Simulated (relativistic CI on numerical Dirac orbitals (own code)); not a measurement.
W5+: O2,3 absorption edge

Computed with this model: Dirac-Coulomb-Breit CI, separate exchange-only KLI orbitals for each configuration, model QED (radiative potential, 1s self-energy scaled to tabulated hydrogen-like ionisation energies), valence Slater integrals scaled by 0.9, multiplet model of core-to-valence dipole absorption; configurations [Xe] 4f14 5d → [Kr] 4d10 4f14 5s2 5p5 5d2; 10 K; Lorentzian 1 eV and Gaussian 0.3 eV FWHM. Energies are those of the free ion, without screening or charge transfer. The branching ratio is the share of the lower-energy edge in the whole absorption, uncertain by about 0.02 where the edges overlap. S is read from ⟨S²⟩ = S(S + 1).

Field parameters in Wybourne normalisation: Td as Oh with Dq negative (B⁴₀ = 21Dq, B⁴₄ = √(5/14) B⁴₀). The field is a parameter set, without covalency.

Computed curve for Td, 10Dq = -10000 cm⁻¹, scaled to 100 at the maximum (points under 2 are left out and the grid is thinned):

Energy (eV), Intensity and a bar:
```
    39.00        2.1 
    39.50        2.4 
    39.75        2.5 
    40.25        3.1 
    40.75        3.8 #
    41.00        4.2 #
    41.50        4.9 #
    42.00        6.2 #
    42.25        7.5 ##
    42.75        9.5 ##
    43.25        9.8 ##
    43.50       10.9 ###
    44.00       17.3 #####
    44.50       33.7 ##########
    44.75       40.5 ############
    45.25       49.3 ###############
    45.75       40.9 ############
    46.00       32.6 ##########
    46.50       22.8 #######
    47.00       22.4 ######
    47.25       23.4 #######
    47.75       22.4 ######
    48.25       12.8 ###
    48.50       10.4 ###
    49.00        9.4 ##
    49.50       12.7 ###
    49.75       15.7 ####
    50.25       19.9 ######
    50.75       23.3 #######
    51.00       26.4 ########
    51.50       38.1 ###########
    51.75       48.3 ###############
    52.25       62.1 ###################
    52.75       44.5 #############
    53.00       33.6 ##########
    53.50       21.9 ######
    54.00       16.9 #####
    54.25       15.7 ####
    54.75       17.4 #####
    55.25       28.0 ########
    55.50       35.5 ###########
    56.00       52.2 ################
    56.50       81.3 #########################
    56.75       81.5 #########################
    57.25       59.7 ##################
    57.75       70.2 ######################
    58.00       88.7 ###########################
    58.50       96.9 ##############################
    59.00       73.9 #######################
    59.25       58.4 ##################
    59.75       28.1 ########
    60.25       14.4 ####
    60.50       11.1 ###
    61.00        7.3 ##
    61.50        5.2 #
    61.75        4.5 #
    62.25        3.5 
    62.75        2.8 
    63.00        2.6 
    63.50        2.1
```

The ground state has S = 0.50, and the centroid lies at 53.32 eV.
